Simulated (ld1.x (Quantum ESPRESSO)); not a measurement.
**Zn (Z = 30), ultrasoft: configuration errors across variants**

Zn, ultrasoft, made with ld1.x (Quantum ESPRESSO) 7.5 (LDA (PZ), scalar-relativistic). Core [Ne], reference 3s2 3p6 3d10 4s2 4p0. Waves: 3s (bound): rcut 1.15, rcutus 1.20 bohr; 4s (bound): rcut 1.15, rcutus 1.20 bohr; 3p (bound): rcut 1.00, rcutus 1.15 bohr; 4p (bound, empty): rcut 1.00, rcutus 1.15 bohr; 3d (bound): rcut 1.30, rcutus 1.60 bohr; 3d channel at -0.25 Ry: rcut 1.30, rcutus 1.60 bohr. Local part: all-electron potential smoothed inside 1.25 bohr (lloc = -1). Core correction: none. Augmentation charge: PSQ, inside the norm-conserving radii.

All-electron excitation energies from the reference (eV): (1) 3s2 3p6 3d10 4s1 4p0 10.190; (2) 3s2 3p6 3d10 4s0 4p0 28.959; (3) 3s2 3p6 3d9 4s0 4p0 69.849; (4) 3s2 3p6 3d9 4s2 4p0 18.205; (5) 3s2 3p6 3d10 4s1.5 4p0 4.078; (6) 3s2 3p5 3d10 4s2 4p0 91.915; (7) 3s2 3p6 3d10 4s1 4p1 5.184; (8) 3s2 3p6 3d10 4s1 4p0 spin 9.942; (9) 3s2 3p6 3d9 4s0 4p0 spin 69.578.

Spin tests fill each open shell by Hund’s rule, majority spin first.

The overlap operator is not positive definite (basis up to 400 Ry) in “base”, “waves 3s (bound): rcut 1.00, rcutus 1.06 bohr; 4s (bound): rcut 1.00, rcutus 1.06 bohr”, “waves 3d (bound): rcut 1.30, rcutus 1.52 bohr; 3d channel at -0.25 Ry: rcut 1.30, rcutus 1.52 bohr”, “wave 3d channel at -0.25 Ry: rcut 1.30, rcutus 1.60 bohr becomes 3d channel at 0.48 Ry: rcut 1.30, rcutus 1.60 bohr”, “waves 3p (bound): rcut 0.74, rcutus 0.78 bohr; 4p (bound): rcut 0.74, rcutus 0.78 bohr”. Such files are unfit for use, however small their errors in these radial tests.

Tests that are not counted but printed errors over 1 eV. “wave 3d channel at -0.25 Ry: rcut 1.30, rcutus 1.60 bohr becomes 3d channel at 0.48 Ry: rcut 1.30, rcutus 1.60 bohr”: 3s2 3p6 3d9 4s0 4p0 (solver errors, printed error -4448 eV); 3s2 3p6 3d9 4s0 4p0 (spin-polarised) (solver errors, printed error -4669 eV).

3 further variants failed, have other tests or another functional or relativity, and are left out.

Errors AE − PS in meV (a dash: test not solved or not reliable):

```tsv
change	(1)	(2)	(3)	(4)	(5)	(6)	(7)	(8)	(9)	bound ghosts
base	-0.6	-5.5	-20	+65	-0.2	+26	-7.0	+4.6	+10	not determined (overlap not positive)
waves 3s (bound): rcut 1.00, rcutus 1.06 bohr; 4s (bound): rcut 1.00, rcutus 1.06 bohr	+0.1	+1.6	+16	+48	-0.1	+7.2	-1.2	+0.5	+47	not determined (overlap not positive)
local potential all-electron potential smoothed inside 1.10 bohr (lloc = -1)	-0.7	-4.9	-16	+40	-0.2	-27	-6.7	+4.9	+14	none
waves 3d (bound): rcut 1.30, rcutus 1.52 bohr; 3d channel at -0.25 Ry: rcut 1.30, rcutus 1.52 bohr	-0.6	-5.2	-22	+66	-0.2	+32	-7.0	+4.6	+11	not determined (overlap not positive)
wave 3d channel at -0.25 Ry: rcut 1.30, rcutus 1.60 bohr becomes 3d channel at 0.48 Ry: rcut 1.30, rcutus 1.60 bohr	-0.6	-4.7	–	+99	-0.2	+43	-6.2	+4.0	–	not determined (overlap not positive)
waves 3p (bound): rcut 0.74, rcutus 0.78 bohr; 4p (bound): rcut 0.74, rcutus 0.78 bohr	-0.5	-5.1	-25	+64	-0.2	+28	-3.7	+4.5	+3.3	not determined (overlap not positive)
```

Task: Give the same row for: local potential all-electron potential smoothed inside 1.10 bohr (lloc = -2).

Result: -0.6, -5.1, -17, +41, -0.2, -28, -6.7, +4.9, +13; bound ghosts: none.
